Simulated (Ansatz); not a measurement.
System: BAsH₃, charge 0, doublet. BAsH3 (SMILES [AsH2][BH], doublet).
B3LYP-D3(BJ)/def2-TZVP minimum from Ansatz (an electronic-structure program):
```
As
H 1 1.5162
H 1 1.5230 2 96.38
B 1 1.9707 2 99.74 3 102.08
H 4 1.1865 1 131.60 2 -150.25
```
Charge 0, spin multiplicity 2.

Total energies in cc-pVDZ, 11 correlated electrons, 15 frozen orbitals. Radicals and triplets start from unrestricted determinants; spin-orbit coupling is neglected. Cores are frozen in correlated methods (noble-gas shells, and filled d and f shells in the p block). No relativity.

| method | program | energy (Eh) | minus CCSDTQ (mEh) |
|---|---|---|---|
| HF | Ansatz | -2260.51630 | 218.88 |
| MP2 | Ansatz | -2260.69032 | 44.86 |
| CCSD | Ansatz | -2260.72750 | 7.68 |
| CCSD(T) | Ansatz | -2260.73369 | 1.49 |
| CCSDT(Q) | Ansatz | -2260.73518 | 0.00 |
| CCSDTQ | Ansatz | -2260.73518 | 0.00 |

Rough core times of Ansatz's runs on a shared machine: CCSD(T) under 20 s, CCSDT(Q) 70 s, CCSDTQ 3 h.
